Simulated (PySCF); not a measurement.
BGeH₄O, B₂GeH₆O, BGeH₅O₂, BGeH₅O and others (calculated)

Computed with PySCF 2.14.0. Calculation on a computer-drawn molecule: the log of a Hartree-Fock and frozen-core CCSD(T) single point meant for a local Hartree-Fock minimum, with one planted fault or none, to be diagnosed. Offsets are logged minus clean, where the clean run is the same molecule without the fault. The reference is restricted for singlets and unrestricted otherwise, and also for a bond in bohr or an excited solution. Adding or removing an electron swaps singlet and doublet. The excited solution moves the top pair (singlet) or top alpha electron (doublet) to the lowest empty orbital. Highest occupied and lowest empty are orbital energies over both spins, largest force is the largest gradient component, triples share is (T) over the correlation energy, the T1 limit is 0.02 restricted and 0.045 unrestricted, electrons count all cores, a negative frequency is imaginary (commonest isotopes), and the dipole is about the centre of nuclear charge; on germanium a core potential holds 10 electrons, which the energies leave out, and 3d is frozen in MP2 and coupled-cluster steps.

Common to all runs: meant multiplicity 1; logged SCF converged yes; possible faults no fault, one electron removed, one electron added, multiplicity raised by two, geometry at a saddle point, SCF held on an excited solution, minimal basis STO-3G, one bond length entered in bohr, all coordinates scaled.

(1) 
```xyz
7
formula=BGeH4O meant_charge=-1 meant_basis=aug-cc-pVDZ meant_basis_and_core_potential_on_germanium=aug-cc-pVDZ-PP_ECP10MDF logged_electrons=50 logged_basis_functions=114 logged_spin_squared=0 logged_highest_occupied=-0.38094 logged_lowest_empty=3.5101 logged_largest_force=4.459e-05 logged_lowest_frequency=-1241.2 logged_T1_diagnostic=0.020602 logged_D1_diagnostic=0.072793 logged_triples_share=0.033771 logged_CC_converged=yes logged_dipole_magnitude=1.2089 logged_SCF_stable_within_its_kind=yes logged_energy_HF=-395.22952 logged_energy_CCSD(T)=-395.69025 planted_fault=geometry_at_a_saddle_point HF_energy_offset_from_clean_run=53.69 CCSD(T)_energy_offset_from_clean_run=50.58
B     -1.3808     0.1190     0.0000
O     -0.2111     0.7175     0.0000
Ge     1.4853    -0.0369     0.0000
H     -2.3948     0.7959     0.0000
H     -1.5050    -1.0918     0.0000
H      2.5310     1.0310     0.0000
H      1.4754    -1.5349     0.0000
```

Units: logged_highest_occupied, logged_lowest_empty in eV; logged_largest_force in hartree/bohr; logged_lowest_frequency in cm⁻¹; logged_dipole_magnitude in debye; logged_energy_HF, logged_energy_CCSD(T) in hartree; HF_energy_offset_from_clean_run, CCSD(T)_energy_offset_from_clean_run in kcal/mol.

Drawn bonds:
```csv
atom,other atom,order
1,2,1
2,3,1
1,4,1
1,5,1
3,6,1
3,7,1
```

Notes: T1 above single-reference limit.

(2) 
```xyz
10
formula=B2GeH6O meant_charge=0 meant_basis=cc-pVDZ meant_basis_and_core_potential_on_germanium=cc-pVDZ-PP_ECP10MDF logged_electrons=56 logged_basis_functions=95 logged_spin_squared=0.9996 logged_highest_occupied=-8.0776 logged_lowest_empty=1.3251 logged_largest_force=0.0092628 logged_T1_diagnostic=0.031271 logged_D1_diagnostic=0.16934 logged_triples_share=0.024356 logged_CC_converged=yes logged_dipole_magnitude=0.81271 logged_SCF_stable_within_its_kind=yes logged_energy_HF=-421.02697 logged_energy_CCSD(T)=-421.50912 planted_fault=one_bond_length_entered_in_bohr,row_2_of_the_drawn_bonds HF_energy_offset_from_clean_run=59.63 CCSD(T)_energy_offset_from_clean_run=78.01
B     -1.9270     0.8753    -1.5182
O     -1.0175     0.3103    -0.7159
Ge    -1.1844    -0.5463     2.5890
B     -0.6411    -2.5405     2.8010
H     -1.6287     1.0972    -2.6651
H     -3.0320     1.1585    -1.1116
H     -2.6158    -0.2577     3.0580
H     -0.2152     0.4065     3.2955
H     -0.6060    -3.0263     3.8955
H     -0.3619    -3.2137     1.8533
```

Units: logged_highest_occupied, logged_lowest_empty in eV; logged_largest_force in hartree/bohr; logged_dipole_magnitude in debye; logged_energy_HF, logged_energy_CCSD(T) in hartree; HF_energy_offset_from_clean_run, CCSD(T)_energy_offset_from_clean_run in kcal/mol.

Drawn bonds:
```csv
atom,other atom,order
1,2,1
2,3,1
3,4,1
1,5,1
1,6,1
3,7,1
3,8,1
4,9,1
4,10,1
```

(3) 
```xyz
10
formula=B2GeH6O meant_charge=0 meant_basis=cc-pVDZ meant_basis_and_core_potential_on_germanium=cc-pVDZ-PP_ECP10MDF logged_electrons=56 logged_basis_functions=95 logged_spin_squared=0 logged_highest_occupied=-11.319 logged_lowest_empty=1.0095 logged_largest_force=7.13e-07 logged_lowest_frequency=29.129 logged_T1_diagnostic=0.014801 logged_D1_diagnostic=0.050645 logged_triples_share=0.024487 logged_CC_converged=yes logged_dipole_magnitude=2.4776 logged_SCF_stable_within_its_kind=yes logged_energy_HF=-421.12199 logged_energy_CCSD(T)=-421.63344 planted_fault=no_fault HF_energy_offset_from_clean_run=0 CCSD(T)_energy_offset_from_clean_run=0
B     -1.9270     0.8753    -1.5182
O     -1.0175     0.3103    -0.7159
Ge    -1.1058    -0.1430     1.0330
B     -0.5625    -2.1372     1.2450
H     -1.6287     1.0972    -2.6651
H     -3.0320     1.1585    -1.1116
H     -2.5373     0.1455     1.5020
H     -0.1366     0.8098     1.7395
H     -0.5274    -2.6230     2.3395
H     -0.2833    -2.8105     0.2973
```

Units: logged_highest_occupied, logged_lowest_empty in eV; logged_largest_force in hartree/bohr; logged_lowest_frequency in cm⁻¹; logged_dipole_magnitude in debye; logged_energy_HF, logged_energy_CCSD(T) in hartree; HF_energy_offset_from_clean_run, CCSD(T)_energy_offset_from_clean_run in kcal/mol.

Drawn bonds:
```csv
atom,other atom,order
1,2,1
2,3,1
3,4,1
1,5,1
1,6,1
3,7,1
3,8,1
4,9,1
4,10,1
```

(4) 
```xyz
9
formula=BGeH5O2 meant_charge=0 meant_basis=cc-pVDZ meant_basis_and_core_potential_on_germanium=cc-pVDZ-PP_ECP10MDF logged_electrons=58 logged_basis_functions=90 logged_spin_squared=0 logged_highest_occupied=-3.9095 logged_lowest_empty=-4.5922 logged_largest_force=0.043641 logged_CC_converged=no logged_dipole_magnitude=2.7705 logged_SCF_stable_within_its_kind=no logged_energy_HF=-470.19084 planted_fault=SCF_held_on_an_excited_solution HF_energy_offset_from_clean_run=368
B     -1.5896     0.5404     0.2562
O     -1.3731    -0.2277    -0.8225
Ge    -0.5701    -1.8261    -0.9236
O      0.8898    -1.8008     0.0664
H     -2.1527     1.5938     0.1156
H     -1.2373     0.1812     1.3585
H     -1.5646    -2.8603    -0.4108
H     -0.1205    -1.9930    -2.3581
H      0.7571    -1.6981     0.9981
```

Units: logged_highest_occupied, logged_lowest_empty in eV; logged_largest_force in hartree/bohr; logged_dipole_magnitude in debye; logged_energy_HF in hartree; HF_energy_offset_from_clean_run in kcal/mol.

Drawn bonds:
```csv
atom,other atom,order
1,2,1
2,3,1
3,4,1
1,5,1
1,6,1
3,7,1
3,8,1
4,9,1
```

Notes: CCSD not converged.

(5) 
```xyz
8
formula=BGeH5O meant_charge=0 meant_basis=cc-pVDZ meant_basis_and_core_potential_on_germanium=cc-pVDZ-PP_ECP10MDF logged_electrons=51 logged_basis_functions=76 logged_spin_squared=0.7578 logged_highest_occupied=2.4526 logged_lowest_empty=8.0185 logged_largest_force=0.086002 logged_T1_diagnostic=0.019995 logged_D1_diagnostic=0.064894 logged_triples_share=0.026764 logged_CC_converged=yes logged_dipole_magnitude=1.3334 logged_SCF_stable_within_its_kind=yes logged_energy_HF=-395.77078 logged_energy_CCSD(T)=-396.21324 planted_fault=one_electron_added HF_energy_offset_from_clean_run=68.49 CCSD(T)_energy_offset_from_clean_run=54.98
B     -0.3747     2.0719    -1.3965
O      0.3216     1.1964    -0.6575
Ge    -0.0674     0.4355     0.9236
H     -1.4530     2.4800    -1.0293
H      0.0960     2.4472    -2.4395
H     -0.0809    -1.0692     0.6816
H     -1.4280     0.9505     1.3867
H      1.0493     0.8401     1.8786
```

Units: logged_highest_occupied, logged_lowest_empty in eV; logged_largest_force in hartree/bohr; logged_dipole_magnitude in debye; logged_energy_HF, logged_energy_CCSD(T) in hartree; HF_energy_offset_from_clean_run, CCSD(T)_energy_offset_from_clean_run in kcal/mol.

Drawn bonds:
```csv
atom,other atom,order
1,2,1
2,3,1
1,4,1
1,5,1
3,6,1
3,7,1
3,8,1
```

Notes: highest electron not bound in this basis.

(6) 
```xyz
9
formula=CH5BGeO meant_charge=0 meant_basis=cc-pVDZ meant_basis_and_core_potential_on_germanium=cc-pVDZ-PP_ECP10MDF logged_electrons=56 logged_basis_functions=90 logged_spin_squared=2.0292 logged_highest_occupied=-5.7895 logged_lowest_empty=0.66862 logged_largest_force=0.099641 logged_T1_diagnostic=0.01813 logged_D1_diagnostic=0.080874 logged_triples_share=0.026172 logged_CC_converged=yes logged_dipole_magnitude=2.9801 logged_SCF_stable_within_its_kind=yes logged_energy_HF=-433.61444 logged_energy_CCSD(T)=-434.13765
B      1.4003     0.6725     2.7171
O      1.0646     1.1462     1.4996
Ge    -0.3813     0.8349     0.5079
C     -1.5632    -0.4067     0.8500
H      0.6587    -0.0555     3.3291
H      2.4613     1.0016     3.1772
H     -0.3077     1.8236    -0.6277
H     -1.4918    -1.0592     1.7084
H     -2.4088    -0.5244     0.1854
```

Units: logged_highest_occupied, logged_lowest_empty in eV; logged_largest_force in hartree/bohr; logged_dipole_magnitude in debye; logged_energy_HF, logged_energy_CCSD(T) in hartree.

Drawn bonds:
```csv
atom,other atom,order
1,2,1
2,3,1
3,4,2
1,5,1
1,6,1
3,7,1
4,8,1
4,9,1
```

Question: CH₅BGeO (entry 6): planted fault?
Answer: multiplicity raised by two

Further results for CH₅BGeO (entry 6):

```
HF energy offset from clean run      : 47.24 kcal/mol
CCSD(T) energy offset from clean run : 69.93 kcal/mol
```
